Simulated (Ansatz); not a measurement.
Program: Ansatz. Geometries: PBE0-D4/def2-TZVP. ΔE: electronic, gas phase. CCSD(T)/CBS is the MP2 limit (def2-TZVPP, def2-QZVPP) plus CCSD(T) − MP2 in def2-TZVPP, frozen cores. This one scheme is used for every species. DFT in def2-TZVPP. B3LYP here is the variant with VWN-RPA as its local correlation; programs differ in this. One conformer a species, not always the lowest.

Consider the substitution at a C–Si bond: `C[SiH](O)C=O` + `OCF` → `O=COCF` + `C[SiH2]O`.

`C[SiH](O)C=O`:

Z-matrix (Å, degrees):
```
C
Si 1 1.857
H 1 1.093 2 110.7
H 1 1.092 2 111.2 3 -120.9
H 1 1.093 2 110.1 3 119.2
O 2 1.639 1 112.3 3 179.8
C 2 1.925 1 111.6 3 64.4
H 2 1.489 1 110.0 3 -55.3
H 6 0.964 2 112.3 1 -124.1
O 7 1.211 2 118.0 1 121.8
H 7 1.115 2 123.3 1 -58.2
```

`OCF`:

```xyz
6

O    -0.268    0.871   -0.583
C     0.243   -0.116    0.217
F     0.370   -1.303   -0.478
H    -1.194    0.685   -0.765
H    -0.392   -0.335    1.084
H     1.241    0.198    0.525
```

`O=COCF`:

```xyz
8

O    -1.348    0.070    1.194
C    -1.246    0.432    0.065
O    -0.133    0.353   -0.693
C     0.985   -0.249   -0.099
F     0.921   -1.595   -0.280
H    -2.044    0.897   -0.530
H     1.010   -0.044    0.972
H     1.856    0.135   -0.629
```

`C[SiH2]O`:

```xyz
9

C     1.029    0.303   -0.475
Si   -0.705    0.207    0.200
O    -1.253   -1.346    0.326
H     1.335    1.347   -0.585
H     1.094   -0.176   -1.455
H     1.745   -0.184    0.192
H    -1.659    0.877   -0.717
H    -0.743    0.883    1.530
H    -0.844   -1.910    0.982
```

```tsv
level	ΔE (kcal/mol)	difference from CCSD(T)/CBS
PBE-D4	-8.7	-1.1
r2SCAN-D4	-10.2	-2.6
PBE0-D4	-9.0	-1.4
B3LYP-D4	-8.7	-1.1
ωB97X-V	-9.6	-2.0
ωB97M-V	-8.5	-0.9
r2SCAN	-10.3	-2.7
B3LYP	-9.3	-1.7
HF/def2-TZVPP	-11.5	-3.9
MP2/def2-TZVPP	-9.4	-1.8
SCS-MP2/def2-TZVPP	-9.3	-1.7
CCSD/def2-TZVPP	-8.7	-1.1
CCSD(T)/def2-TZVPP	-8.8	-1.2
HF/def2-QZVPP	-11.5	-3.9
MP2/def2-QZVPP	-8.7	-1.1
CCSD/CBS(def2)	-7.5	0.1
CCSD(T)/CBS	-7.6	0
```

Largest T1 diagnostic among the species: 0.015.

In def2-TZVPP, CCSD(T) changes the Hartree–Fock value by +2.7 kcal/mol (the triples alone add −0.1 kcal/mol) and MP2 by +2.2 kcal/mol.
